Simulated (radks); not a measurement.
The carbon ion C2+, 4 electrons, occupied as [He] 2s2 (the NIST ground configuration).

Calculated with a radial shooting solver on a logarithmic mesh with Libxc functionals: scalar-relativistic Kohn-Sham, Slater X-alpha with alpha = 0.769, spin-polarised, spherical densities, finite nucleus; Fermi nuclear charge, rms radius 2.4702 fm.

Energy parts (hartree):
part                 energy
total             -36.44674
kinetic            36.47784
electron-nucleus  -80.66180
Hartree            12.07619
exchange           -4.33897

Orbitals (lengths in bohr, moments of r in powers of bohr; <r^-3> diverges for s and p1/2):
orbital  occ.  eigenvalue (hartree)    <r^2>    <r^4>  <r^-3>
1s          2             -11.42493  0.09861  0.02557       -
2s          2              -1.48351    2.161    8.157       -

The highest occupied level is 2s at -40.368 eV. The electron density at the nucleus is 132.3 e/bohr^3 (large components only).
